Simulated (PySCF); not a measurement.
Ga(F)(Br)(OH) (BrFGaHO), SMILES [Br][Ga]([OH])[F]. Atoms are numbered in the order given.

```xyz
5

Ga    -0.0068     0.7322     0.0000
F     -1.5373     1.5715     0.0000
Br     0.0280    -1.5157     0.0000
O      1.4705     1.6952     0.0000
H      1.3008     2.6446     0.0000
```
Charge 0, spin multiplicity 1.

The structure is a stationary point at PBE0-D3(BJ)/def2-SVP. The structure was generated by enumeration; whether it is a known compound was not checked. One conformer was computed; it need not be the lowest.

All values below come from PySCF with PBE/def2-TZVPD.

Symmetry labels are those of the subgroup Cs that the program uses (full group Cs).

Q: List the valence orbital energies around the gap with their symmetry. (Estimate from the structure and the level; the computed values follow.)

A: 
```json
[
 {"orbital": "HOMO−7", "symmetry": "A'", "energy (eV)": "-11.41"},
 {"orbital": "HOMO−6", "symmetry": "A'", "energy (eV)": "-9.92"},
 {"orbital": "HOMO−5", "symmetry": "A\"", "energy (eV)": "-9.61"},
 {"orbital": "HOMO−4", "symmetry": "A'", "energy (eV)": "-9.33"},
 {"orbital": "HOMO−3", "symmetry": "A'", "energy (eV)": "-8.62"},
 {"orbital": "HOMO−2", "symmetry": "A\"", "energy (eV)": "-8.27"},
 {"orbital": "HOMO−1", "symmetry": "A\"", "energy (eV)": "-7.83"},
 {"orbital": "HOMO", "symmetry": "A'", "energy (eV)": "-7.76"},
 {"orbital": "LUMO", "symmetry": "A'", "energy (eV)": "-2.83"},
 {"orbital": "LUMO+1", "symmetry": "A\"", "energy (eV)": "-1.64"},
 {"orbital": "LUMO+2", "symmetry": "A'", "energy (eV)": "-0.33"},
 {"orbital": "LUMO+3", "symmetry": "A'", "energy (eV)": "0.19"}
]
```
